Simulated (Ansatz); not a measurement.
Cost and result up the ladder for Sn10O4H16 (30 atoms). Charge 0, multiplicity 1. Geometry: PBE-D4/def2-SVP.

```xyz
30

Sn   -1.967    2.294    0.034
Sn    1.418   -0.323    2.281
Sn    1.745    0.782   -2.109
Sn   -1.513   -3.131   -0.519
Sn   -0.046    2.969   -1.926
Sn    3.201    0.735    0.336
Sn   -0.971    1.207    2.449
Sn   -3.665    0.123   -0.599
Sn    0.454   -2.902    1.629
Sn   -0.219   -1.285   -2.352
O     2.230   -0.296    4.156
O     2.862    1.360   -3.722
O     0.572   -3.240   -1.872
O    -2.905   -1.494    0.514
H    -3.115    3.567    0.362
H     2.380    0.626    4.443
H     3.410    0.607   -4.021
H     1.413   -3.242   -1.373
H     0.637    4.468   -1.375
H    -0.921    3.302   -3.388
H     3.892    2.283    0.738
H     4.539   -0.367    0.171
H    -1.054    2.411    3.702
H    -2.227    0.046    2.880
H    -2.663   -1.193    1.419
H    -5.283    0.226    0.039
H     0.023   -3.568    3.183
H     1.885   -3.794    1.151
H    -3.729   -0.663   -2.142
H    -0.383   -1.509   -4.089
```

Ansatz on 2 threads of AMD EPYC 7R13 on a shared host and a share (18 GiB) of an NVIDIA H100 80GB HBM3. Times are rough, and most runs start from the orbitals of an earlier one. PBE0-D4/def2-TZVP serves as the yardstick here, not as an exact answer. Differences are given only for rows in sets of like size (and for xTB, whose basis is part of the method), since another set adds its own error. Binding counts from free atoms at the same level (Sn triplet, O triplet, H doublet; other spins of the atoms weren't run), without zero-point energy or a counterpoise term.

In the def2 sets Sn takes a core potential; there is no spin–orbit coupling. Correlated methods freeze 44 core orbitals; core or outer-core shells of Sn are correlated, in sets that lack core-valence functions. The rows differ in basis, and correlated rows in double-zeta sets carry the largest basis error. Single mean-field runs in def2-TZVP are fitted with def2-universal-jkfit.

Correlated methods converge slowly with the basis, most of all in double-zeta sets.

```json
{"level": "PBE-D4/def2-SVP", "functions": "396", "wall time": "3.4 s", "binding energy per atom (eV)": "2.80", "difference from PBE0-D4/def2-TZVP (eV)": "–"}
{"level": "HF/def2-TZVP", "functions": "720", "wall time": "3.8 s", "binding energy per atom (eV)": "1.75", "difference from PBE0-D4/def2-TZVP (eV)": "-1.00"}
{"level": "PBE0-D4/def2-TZVP", "functions": "720", "wall time": "4.5 s", "binding energy per atom (eV)": "2.75", "difference from PBE0-D4/def2-TZVP (eV)": "0.00"}
{"level": "r2SCAN-D4/def2-TZVP", "functions": "720", "wall time": "5.5 s", "binding energy per atom (eV)": "2.78", "difference from PBE0-D4/def2-TZVP (eV)": "0.04"}
{"level": "LDA (SPW92)/def2-TZVP (with forces)", "functions": "720", "wall time": "5.5 s", "binding energy per atom (eV)": "3.27", "difference from PBE0-D4/def2-TZVP (eV)": "0.52"}
{"level": "BLYP-D4/def2-TZVP", "functions": "720", "wall time": "6 s", "binding energy per atom (eV)": "2.77", "difference from PBE0-D4/def2-TZVP (eV)": "0.03"}
{"level": "PBE0-D4/def2-SVP", "functions": "396", "wall time": "6.5 s", "binding energy per atom (eV)": "2.73", "difference from PBE0-D4/def2-TZVP (eV)": "–"}
{"level": "MP2/def2-SVP", "functions": "396", "wall time": "6.5 s", "binding energy per atom (eV)": "2.56", "difference from PBE0-D4/def2-TZVP (eV)": "–"}
{"level": "PBE-D4/def2-TZVP (with forces)", "functions": "720", "wall time": "8 s", "binding energy per atom (eV)": "2.82", "difference from PBE0-D4/def2-TZVP (eV)": "0.07"}
```
